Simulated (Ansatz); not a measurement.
Computed with Ansatz on PBE0-D4/def2-TZVP structures; ΔE is electronic, products minus reactants. CCSD(T)/CBS is the MP2 limit (def2-TZVPP, def2-QZVPP) plus CCSD(T) − MP2 in def2-TZVPP, frozen cores. Functionals use def2-TZVPP. Each species was taken in one conformer, which may not be the lowest.

Reaction (isomerisation): `BC(C)O[SiH3]` → `BC(O)[SiH2]C`

CCSD(T)/CBS gives +10.6 kcal/mol.

Problem. Another level gave +11.5 kcal/mol. Which?
A. HF/def2-TZVPP
B. r2SCAN-D4/def2-TZVPP
C. B2PLYP/def2-TZVPP
D. SCS-MP2/def2-TZVPP

Solution. C. B2PLYP 11.5, r2SCAN-D4 7.8, HF/def2-TZVPP 19.1, SCS-MP2/def2-TZVPP 13.0 kcal/mol.

Largest T1 diagnostic among the species: 0.012.

In def2-TZVPP, CCSD(T) changes the Hartree–Fock value by −8.1 kcal/mol (the triples alone add −1.2 kcal/mol) and MP2 by −8.2 kcal/mol. From PBE to PBE0 (25 % exact exchange), in def2-TZVPP and without D4, ΔE moves by +2.2 kcal/mol.
